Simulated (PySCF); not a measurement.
**Polarisability and C₆ of Sm⁴⁴⁺ (samarium, charge +44)**

[Ar], closed-shell 1S. All numbers are calculated (PySCF 2.14, the spin-free X2C one-electron Hamiltonian (Gaussian nucleus), in an uncontracted even-tempered set (18 s from 9.2 bohr⁻², ratio 2.5; 12 p from 12 bohr⁻², ratio 2.5; 4 d from 52 bohr⁻², ratio 2.7; 4 f from 77 bohr⁻², ratio 2.7)). Coupled (time-dependent) response in atomic units; α is the mean over directions.

```tsv
method	mean α (bohr³)	C₆ (like pair)	S(−4)
UHF	0.002801	0.0001713	5.304e-06
PBE0	0.002819	0.0001727	5.365e-06
```

S(−4) is the Cauchy moment in α(ω) = α(0) + S(−4) ω² + …

α(iu) at PBE0:

```csv
u (hartree),α(iu) (bohr³)
0,0.002819
3.00,0.002771
6.00,0.002640
12.0,0.002236
18.0,0.001816
24.0,0.001474
30.0,0.001219
45.0,0.0008365
60.0,0.0006392
90.0,0.0004431
150,0.0002803
```

A single London oscillator, α(iu) = α/(1 + u²/ω²), gives C₆ = (3/4) ω α². Matching the computed C₆ needs ω = 4 × 0.0001727 / (3 × 0.002819²) = 29.0 hartree.

For an ion, C₆ is the dispersion term alone; charge-induced terms of lower order in 1/R come first.

Spin-orbit coupling, which splits the p, d and f shells strongly at this Z, is absent.
